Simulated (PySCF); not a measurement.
# TDDFT excited states: C2H10BOPSi

C₂H₁₀BOPSi.
SMILES: `CB(C)P[SiH2]O`

Theory: PySCF, TDDFT CAM-B3LYP/def2-SVPD, vertical, gas phase, core orbitals frozen in the response. The structure is a single PBE0-D3(BJ)/def2-SVP conformer in the gas phase; no vibrational or solvent corrections. Torsions of this conformer, `[CH3:1][B:2]([CH3:3])[PH:4][SiH2:5][OH:6]`: C1–B2–P4–Si5 59°, B2–P4–Si5–O6 -87°, H–O6–Si5–P4 -47°.

Task: What does the calculation give for the low-lying excited states?

Result: 

```csv
state,λ (nm),E (eV),f,|μ| (D),"main configurations (H = HOMO, L = LUMO)"
S1,237.5,5.22,0.042,1.45,"H→L (84%), H-1→L (8%)"
S2,203.3,6.10,0.105,2.13,"H-1→L (78%), H→L (9%)"
S3,197.0,6.29,0.025,1.03,H→L+1 (75%)
S4,189.9,6.53,0.0018,0.27,H-2→L (80%)
S5,186.8,6.64,0.086,1.85,H→L+2 (72%)
S6,182.0,6.81,0.0071,0.52,H→L+3 (77%)
```

The lowest singlet lies at 5.22 eV (238 nm, ultraviolet) and is of moderate strength; its leading configuration is HOMO→LUMO (84%). The strongest level in the table is S2 at 6.10 eV (203 nm, f = 0.105). Löwdin shares by element: HOMO phosphorus 59%, boron 14%, silicon 9%, hydrogen 5% or more; LUMO boron 36%, phosphorus 16%, silicon 11%, carbon 10% or more (atoms not listed hold the other 28%). Weighted by f, the mean energy of these states is 6.18 eV. Orbital energies (eV): HOMO-3 -10.69, HOMO-2 -10.38, HOMO-1 -9.31, HOMO -8.43, LUMO 0.19, LUMO+1 0.79, LUMO+2 0.99. Of the 6 states listed, 4 reach f = 0.01 and none stays under 0.0005. The window holds the lowest 6 singlets.
